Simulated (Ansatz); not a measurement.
Reaction (redistribution): `B[SiH](O)C=O` + `C[SiH](F)S` → `B[SiH](O)F` + `C[SiH](S)C=O`

Calculated with Ansatz (gas phase, PBE0-D4/def2-TZVP geometries, no zero-point term in ΔE). CCSD(T)/CBS adds triple-zeta CCSD(T) − MP2 to the extrapolated MP2 energy (def2 sets, frozen cores). DFT in def2-TZVPP. B3LYP here is the variant with VWN-RPA as its local correlation; programs differ in this. One conformer a species, not always the lowest.

(1) Is it downhill or uphill in electronic energy at CCSD(T)/CBS, and by how much? (An estimate is asked.)

(2) What do these levels give: B3LYP-D4, PBE, r2SCAN, PBE0, SCS-MP2/def2-TZVPP, CCSD/def2-TZVPP, CCSD(T)/def2-TZVPP, HF/def2-QZVPP, MP2/def2-QZVPP, SCS-MP2/def2-QZVPP, MP2/CBS(def2), CCSD/CBS(def2)? (Best estimate.)

Largest T1 diagnostic among the species: 0.016.

Answers

(1) Ansatz gave: Nearly level: ΔE = -0.1 kJ/mol.

(2) Ansatz gave: B3LYP-D4 1.5, PBE 7.7, r2SCAN 7.6, PBE0 4.0, SCS-MP2/def2-TZVPP -3.8, CCSD/def2-TZVPP -1.2, CCSD(T)/def2-TZVPP -0.7, HF/def2-QZVPP -2.8, MP2/def2-QZVPP -2.6, SCS-MP2/def2-QZVPP -3.4, MP2/CBS(def2) -2.4, CCSD/CBS(def2) -0.6 kJ/mol.

From PBE to PBE0 (25 % exact exchange), in def2-TZVPP and without D4, ΔE moves by −3.6 kJ/mol.
